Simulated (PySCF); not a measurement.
## Correlation energy of C²⁺ (carbon, charge +2)

[He] 2s1 2p1, high-spin 3P determinant (an excited configuration). Computed with PySCF 2.14 in dyall-acv3z (15s9p4d2f, 76 functions), with no relativity, point nucleus. Frozen: nothing; 4 electrons correlated; the 5 highest virtual orbitals of each spin left out.

| level | correlation energy (mhartree) |
| --- | --- |
| CCSD | -52.98 |
| (T) | -0.04 |
| CCSD(T) | -53.02 |

Diagnostics: T1 = 0.0012, D1 = 0.0029, largest double amplitude 0.021.

Problem. Is a single reference adequate?

Solution. Yes: T1 lies below 0.03 and no double amplitude reaches 0.07.
